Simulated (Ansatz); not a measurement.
CH7ClSi2, SMILES `C[SiH2][SiH2]Cl`. Charge 0, multiplicity 1. The geometry is a stationary point of PBE0-D4/def2-TZVP. It is one conformer, not always the lowest.

```xyz
11

C    -0.694    1.443   -0.626
Si    0.580    0.566    0.430
Si    0.200   -1.742    0.414
Cl    0.126   -2.362   -1.561
H    -1.700    1.292   -0.229
H    -0.670    1.058   -1.648
H    -0.497    2.517   -0.658
H     0.527    1.040    1.843
H     1.956    0.809   -0.085
H     1.274   -2.517    1.086
H    -1.101   -2.105    1.034
```

What is the dipole moment at ωB97M-V/def2-TZVPP? (Estimate.)

The calculation gave: 1.57 D, with components (-0.41, 1.30, 0.79) D in this frame, pointing from negative to positive charge.

And with PBE, r2SCAN, B3LYP? (An estimate is asked.)

The calculation gave: PBE 1.52 D, r2SCAN 1.57 D, B3LYP 1.57 D.

Give the Mulliken charges with ωB97M-V, PBE, r2SCAN in def2-TZVPP. (Best estimate.)

Computed: 
```csv
atom,ωB97M-V,PBE,r2SCAN
C1,-0.45,-0.37,-0.30
Si2,0.15,0.18,0.24
Si3,0.23,0.29,0.36
Cl4,-0.23,-0.24,-0.27
H5,0.13,0.11,0.08
H6,0.13,0.12,0.09
H7,0.13,0.11,0.08
H8,-0.03,-0.06,-0.08
H9,-0.02,-0.05,-0.07
H10,-0.02,-0.05,-0.07
H11,-0.02,-0.05,-0.07
```

B3LYP here is the variant with VWN-RPA as its local correlation; programs differ in this.
